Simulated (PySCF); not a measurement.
## As⁺ (arsenic, charge +1): PBE0 calculation

Configuration: [Ar] 3d10 4s2 4p1 5s1, high-spin 3P determinant (an excited configuration). Calculation: PySCF 2.14, in dyall-av2z; the non-relativistic Hamiltonian (point nucleus).

```json
{"Total energy": "-2234.844 hartree", "One-electron energy": "-3096.391 hartree", "Hartree (Coulomb) energy": "943.861 hartree", "Exchange-correlation energy": "-82.315 hartree", "Kinetic energy": "2233.53577 hartree", "⟨S²⟩": "2.0028", "⟨L²⟩": "2.067", "Sum of ⟨r⟩": "23.98 bohr", "Sum of ⟨r²⟩": "49.05 bohr²", "Traceless quadrupole moment −½Σ⟨3z² − r²⟩ along its main axis": "-0.690 e·bohr²", "Density at the nucleus (Gaussians lack the cusp)": "24500 bohr⁻³", "Spin density at the nucleus": "2.46 bohr⁻³", "Langevin diamagnetic susceptibility": "-38.8 ×10⁻⁶ cm³/mol"}
```

```json
{"shell": "1s α", "electrons": "1", "mean orbital energy (hartree)": "-426.76466", "spread (hartree)": "0", "rms radius, mean of both spins (bohr)": "0.0537"}
{"shell": "1s β", "electrons": "1", "mean orbital energy (hartree)": "-426.76160", "spread (hartree)": "0", "rms radius, mean of both spins (bohr)": "0.0537"}
{"shell": "2s α", "electrons": "1", "mean orbital energy (hartree)": "-54.52357", "spread (hartree)": "0", "rms radius, mean of both spins (bohr)": "0.224"}
{"shell": "2s β", "electrons": "1", "mean orbital energy (hartree)": "-54.52186", "spread (hartree)": "0", "rms radius, mean of both spins (bohr)": "0.224"}
{"shell": "2p α", "electrons": "3", "mean orbital energy (hartree)": "-48.76818", "spread (hartree)": "0.00337", "rms radius, mean of both spins (bohr)": "0.198"}
{"shell": "2p β", "electrons": "3", "mean orbital energy (hartree)": "-48.76545", "spread (hartree)": "0.00803", "rms radius, mean of both spins (bohr)": "0.198"}
{"shell": "3s α", "electrons": "1", "mean orbital energy (hartree)": "-7.64292", "spread (hartree)": "0", "rms radius, mean of both spins (bohr)": "0.652"}
{"shell": "3s β", "electrons": "1", "mean orbital energy (hartree)": "-7.63783", "spread (hartree)": "0", "rms radius, mean of both spins (bohr)": "0.652"}
{"shell": "3p α", "electrons": "3", "mean orbital energy (hartree)": "-5.68075", "spread (hartree)": "0.01303", "rms radius, mean of both spins (bohr)": "0.673"}
{"shell": "3p β", "electrons": "3", "mean orbital energy (hartree)": "-5.67518", "spread (hartree)": "0.02334", "rms radius, mean of both spins (bohr)": "0.673"}
{"shell": "3d α", "electrons": "5", "mean orbital energy (hartree)": "-2.24104", "spread (hartree)": "0.01611", "rms radius, mean of both spins (bohr)": "0.751"}
{"shell": "3d β", "electrons": "5", "mean orbital energy (hartree)": "-2.23553", "spread (hartree)": "0.02377", "rms radius, mean of both spins (bohr)": "0.751"}
{"shell": "4s α", "electrons": "1", "mean orbital energy (hartree)": "-1.05757", "spread (hartree)": "0", "rms radius, mean of both spins (bohr)": "1.98"}
{"shell": "4s β", "electrons": "1", "mean orbital energy (hartree)": "-1.00218", "spread (hartree)": "0", "rms radius, mean of both spins (bohr)": "1.98"}
{"shell": "4p α", "electrons": "1", "mean orbital energy (hartree)": "-0.68408", "spread (hartree)": "0", "rms radius, mean of both spins (bohr)": "2.38"}
{"shell": "5s α", "electrons": "1", "mean orbital energy (hartree)": "-0.27537", "spread (hartree)": "0", "rms radius, mean of both spins (bohr)": "5.10"}
```

The outer electron is Rydberg-like, and this basis confines it to a smaller radius and binds it less than a complete one would.
